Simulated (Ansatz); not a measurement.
Start from `C[CH2][Mg][NH2]` and change one atom or group to get `C[CH2][Mg][CH3]`.

Ansatz, PBE0-D4/def2-TZVP geometries, multiplicity 1. Each molecule was computed in one conformer, which needn't be the lowest.

```csv
property,`C[CH2][Mg][NH2]`
HOMO energy (PBE/def2-TZVPP) / eV,-4.78
HOMO energy (PBE0/def2-TZVPP) / eV,-6.13
size of the dipole moment (B3LYP/def2-TZVPP) / D,0.28
HOMO–LUMO gap (PBE/def2-TZVPP) / eV,3.47
HOMO–LUMO gap (PBE0/def2-TZVPP) / eV,5.49
HOMO energy (ωB97M-V/def2-TZVPP) / eV,-8.55
```

**Question.** What does the change do to each property? (Best estimate.)

**Answer.** Computed: 
```json
{"property": "HOMO energy (PBE/def2-TZVPP) / eV", "`C[CH2][Mg][CH3]`": "-4.97", "shift": "-0.19"}
{"property": "HOMO energy (PBE0/def2-TZVPP) / eV", "`C[CH2][Mg][CH3]`": "-6.11", "shift": "0.02"}
{"property": "size of the dipole moment (B3LYP/def2-TZVPP) / D", "`C[CH2][Mg][CH3]`": "0.21", "shift": "-0.07"}
{"property": "HOMO–LUMO gap (PBE/def2-TZVPP) / eV", "`C[CH2][Mg][CH3]`": "3.82", "shift": "0.35"}
{"property": "HOMO–LUMO gap (PBE0/def2-TZVPP) / eV", "`C[CH2][Mg][CH3]`": "5.60", "shift": "0.11"}
{"property": "HOMO energy (ωB97M-V/def2-TZVPP) / eV", "`C[CH2][Mg][CH3]`": "-8.29", "shift": "0.26"}
```

Dipoles are sizes alone; their direction can turn.

B3LYP here is the variant with VWN-RPA as its local correlation; programs differ in this.
